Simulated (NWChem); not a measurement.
Species: SnH3 cation; SMILES [SnH3+]

def2 effective core potentials on Sn; no spin-orbit coupling.

**Question.** Give the equilibrium geometry at PBE-D3(BJ)/def2-SVP with def2 effective core potentials on Sn (NWChem) as a Z-matrix, with the point group.

**Answer.** point group D3h; any orientation.
```
Sn
H 1 1.7107
H 1 1.7107 2 120.00
H 1 1.7107 2 120.00 3 180.00
```
